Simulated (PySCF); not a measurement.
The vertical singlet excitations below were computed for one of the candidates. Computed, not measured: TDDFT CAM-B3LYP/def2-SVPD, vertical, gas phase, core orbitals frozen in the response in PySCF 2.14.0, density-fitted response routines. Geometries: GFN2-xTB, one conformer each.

```csv
state,E (eV),f
S1,7.26,0.034
S2,7.36,0.0078
S3,7.63,0.020
S4,7.81,0.023
S5,8.08,0.033
S6,8.14,0.364
S7,8.28,0.016
S8,8.41,0.186
```

Triplets computed (Tamm–Dancoff): 6.41, 6.59, 7.13 eV.

**Question.** Which candidate is it?
A. `FC1CCC1`
B. `C/C=C(/C)F`
C. `CC([SiH2][SiH3])C`

**Answer.** C. Its S1 lies at 7.26 eV; the nearest of the others has S1 at 6.53 eV. S1 is HOMO→LUMO (84%). Löwdin shares by element: HOMO silicon 40%, carbon 34% or more (atoms not listed hold the other 26%); LUMO silicon 38%, carbon 8% or more, hydrogen 7% or more (atoms not listed hold the other 47%). At the same level the other candidates give, for their lowest levels:
- `FC1CCC1`: 8.49 eV (f 0.013); 8.53 eV (f 0.038); 8.65 eV (f 0.011); 8.69 eV (f 0.003); 9.22 eV (f 0.000); T1 8.23 eV; HOMO -10.15, LUMO 1.46 eV
- `C/C=C(/C)F`: 6.53 eV (f 0.003); 7.49 eV (f 0.520); 7.51 eV (f 0.000); 7.79 eV (f 0.003); 8.54 eV (f 0.010); T1 4.48 eV; HOMO -8.32, LUMO 1.34 eV

Shape of the structure used: `[CH3:1][CH:2]([CH3:3])[SiH2:4][SiH3:5]`: C1–C2–Si4–Si5 179°.
